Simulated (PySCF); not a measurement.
Species: sum formula H3SiO2, net charge -1, singlet state. It need not be the lowest isomer of its formula. Whether it binds its extra electron was not tested at this geometry. SMILES: [O-][SiH2]O
Coordinates optimised at B3LYP-D3(BJ)/def2-TZVP (Ansatz):
```xyz
6

Si    -0.3779    -0.1909     0.1203
O     -0.5518     1.3114    -0.2647
O      1.2309    -0.7538    -0.0110
H     -1.1457    -1.2071    -0.7097
H     -0.7436    -0.5832     1.5429
H      1.7465     0.0018    -0.3123
```
Charge -1, spin multiplicity 1.

Dispersion corrections to the total energy (kcal/mol) from the dftd3 and dftd4 libraries through PySCF: D3(BJ) without and D4 with the three-body term, each with the damping fitted for the functional named.

```
functional  D3(BJ)     D4
----------  ------  -----
revPBE       -4.93  -8.34
HF          -18.05    [?]
PBE0           [?]  -2.05
PW6B95       -0.94  -2.30
r2SCAN         [?]  -0.57
BLYP         -4.17  -5.66
CAM-B3LYP    -1.44  -2.04
```

What belongs in the gaps?


- HF, D4: -9.61
- PBE0, D3(BJ): -1.62
- r2SCAN, D3(BJ): -0.48
